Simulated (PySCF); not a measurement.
Simulation results for AlClGeH3O, BGeH5NSi

All values are calculated (PySCF 2.14.0). Calculation on a computer-drawn molecule: the log of a Hartree-Fock and frozen-core CCSD(T) single point meant for a local Hartree-Fock minimum, with one planted fault or none, to be diagnosed. Offsets are logged minus clean, where the clean run is the same molecule without the fault. The reference is restricted for singlets and unrestricted otherwise, and also for a bond in bohr or an excited solution. Adding or removing an electron swaps singlet and doublet. The excited solution moves the top pair (singlet) or top alpha electron (doublet) to the lowest empty orbital. Highest occupied and lowest empty are orbital energies over both spins, largest force is the largest gradient component, triples share is (T) over the correlation energy, the T1 limit is 0.02 restricted and 0.045 unrestricted, electrons count all cores, a negative frequency is imaginary (commonest isotopes), and the dipole is about the centre of nuclear charge; on germanium a core potential holds 10 electrons, which the energies leave out, and 3d is frozen in MP2 and coupled-cluster steps.

Common to all runs: meant charge 1; meant multiplicity 1; meant basis cc-pV(D+d)Z; meant basis and core potential on germanium cc-pVDZ-PP ECP10MDF; logged SCF converged yes; logged CC converged yes; logged SCF stable within its kind yes; possible faults no fault, one electron removed, one electron added, multiplicity raised by two, geometry at a saddle point, SCF held on an excited solution, minimal basis STO-3G, one bond length entered in bohr, all coordinates scaled.

(1) AlClGeH3O

Logged structure:
```xyz
7
AlClGeH3O
O      0.2749     1.2380     1.3216
Ge    -1.2250     1.5241     0.4355
Al     0.1551     2.5088    -1.4763
Cl     1.3682     3.2667    -2.9202
H      0.2392     0.8400     2.1845
H     -2.1031     2.6135     1.0172
H     -1.9159     0.2686    -0.0570
```

* logged electrons: 72
* logged basis functions: 98
* logged spin squared: 2.0075
* logged highest occupied: -11.802 eV
* logged lowest empty: -7.969 eV
* logged largest force: 0.058058 hartree/bohr
* logged T1 diagnostic: 0.083285
* logged D1 diagnostic: 0.52812
* logged triples share: 0.027911
* logged dipole magnitude: 4.4253 debye
* logged energy HF: -1071.08604 hartree
* logged energy CCSD(T): -1071.58324 hartree
* planted fault: multiplicity raised by two
* HF energy offset from clean run: 100.1 kcal/mol
* CCSD(T) energy offset from clean run: 108.2 kcal/mol

Drawn bonds:
| atom | other atom | order |
| --- | --- | --- |
| 1 | 2 | 1 |
| 2 | 3 | 1 |
| 3 | 4 | 1 |
| 1 | 5 | 1 |
| 2 | 6 | 1 |
| 2 | 7 | 1 |

Notes: T1 above single-reference limit.

(2) BGeH5NSi

Logged structure:
```xyz
9
BGeH5NSi
Si    -1.8805    -1.3423     1.4640
N     -0.9838    -0.0429     1.3622
B     -0.4394     1.1890     1.2951
Ge     1.6829     0.9860     1.0937
H     -2.1552    -1.9783     2.7507
H     -2.3938    -2.0080     0.2686
H     -0.9237     2.2745     1.3286
H      2.4204     0.7412    -0.2215
H      2.6577     0.7707     2.2499
```

* logged electrons: 61
* logged basis functions: 99
* logged spin squared: 0.7809
* logged highest occupied: -21.223 eV
* logged lowest empty: -11.659 eV
* logged largest force: 0.085568 hartree/bohr
* logged T1 diagnostic: 0.04323
* logged D1 diagnostic: 0.22975
* logged triples share: 0.031846
* logged dipole magnitude: 5.2556 debye
* logged energy HF: -663.62731 hartree
* logged energy CCSD(T): -664.06097 hartree
* planted fault: ?

Drawn bonds:
| atom | other atom | order |
| --- | --- | --- |
| 1 | 2 | 2 |
| 2 | 3 | 1 |
| 3 | 4 | 1 |
| 1 | 5 | 1 |
| 1 | 6 | 1 |
| 3 | 7 | 1 |
| 4 | 8 | 1 |
| 4 | 9 | 1 |

**Q.** BGeH5NSi (entry 2): planted fault?
**A.** one electron removed

Further results for BGeH5NSi (entry 2):

* HF energy offset from clean run: 296.1 kcal/mol
* CCSD(T) energy offset from clean run: 319.8 kcal/mol
